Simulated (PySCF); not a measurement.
Gas-phase reaction: WO2Cl2 + 4 HCl ⇌ WCl6 + 2 O + 4 H

Method: PySCF energies plus ideal-gas RRHO corrections (1 bar). † marks an energy on the PBE0/def2-TZVP geometry and frequencies; other levels use their own. MP2 and CCSD(T) freeze the core. Open shells (unrestricted): O (multiplicity 3), H (multiplicity 2); the rest are closed-shell singlets. Spin-orbit splitting is ignored; it lowers the true energy and changes the entropy of O. B3LYP is the form with VWN-RPA correlation. W: scalar-relativistic def2 core potential, no spin-orbit coupling. MP2 isn't extrapolated to the basis-set limit. CCSD(T) isn't extrapolated to the basis-set limit. Warning, large T1 diagnostic: WCl6, WO2Cl2 (CCSD(T)/def2-SVP†).

```
level               ΔH°(298 K), kJ
------------------  --------------
B3LYP/def2-TZVP†               [?]
BLYP/def2-TZVP†                [?]
CCSD(T)/def2-SVP†             1780
MP2/def2-SVP†                  [?]
PBE/def2-SVP                  1815
PBE0/def2-QZVP†               1815
r2SCAN/def2-TZVP†             1801
ωB97M-V/def2-TZVP†            1855
ωB97X-V/def2-TZVP†             [?]
```

Q: Fill in the missing entries.

A: 
- B3LYP/def2-TZVP†, ΔH°(298 K), kJ: 1871
- BLYP/def2-TZVP†, ΔH°(298 K), kJ: 1895
- MP2/def2-SVP†, ΔH°(298 K), kJ: 1816
- ωB97X-V/def2-TZVP†, ΔH°(298 K), kJ: 1867
